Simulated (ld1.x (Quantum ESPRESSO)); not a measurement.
An all-electron radial function and its pseudo partner (indium (In))

Columns: radius, all-electron u(r) and pseudo u(r) of the 5s shell (level -8.49 eV) of indium in the configuration [Ar] 3d10 4s2 4p6 4d10 5s2 5p1; LDA (PZ), scalar-relativistic, PAW scheme, ld1.x (Quantum ESPRESSO) 7.5.

```tsv
r (bohr)	all-electron	pseudo
0.103	-0.1254	0.0216
0.205	0.1593	0.0439
0.308	0.1772	0.0684
0.410	-0.0191	0.0953
0.513	-0.2154	0.1258
0.615	-0.3158	0.1596
0.718	-0.3164	0.1976
0.820	-0.2440	0.2388
0.923	-0.1288	0.2838
1.025	0.0022	0.3308
1.128	0.1348	0.3799
1.230	0.2567	0.4291
1.332	0.3640	0.4775
1.435	0.4556	0.5245
1.538	0.5303	0.5680
1.640	0.5885	0.6065
1.743	0.6327	0.6396
1.845	0.6639	0.6656
1.948	0.6842	0.6844
2.050	0.6950	0.6950
2.153	0.6980	0.6980
2.255	0.6944	0.6944
2.358	0.6854	0.6854
2.460	0.6722	0.6722
2.562	0.6556	0.6556
2.665	0.6361	0.6361
```

**Question.** How many radial nodes do the two functions have?

**Answer.** The all-electron 5s function has n − l − 1 = 4 (the table is too coarse to show those close to the nucleus); the pseudo-wave has 0, since the states of the same l below it are removed with the core.

**Question.** At about which radius was the pseudo-wave matched?

**Answer.** 2.05 bohr, where the columns begin to agree (steps of 0.10 bohr).

**Question.** Is the pseudo-wave norm-conserving?

**Answer.** No, it belongs to a PAW set: the norm inside the radius is not constrained, and the difference is carried by the augmentation charge.
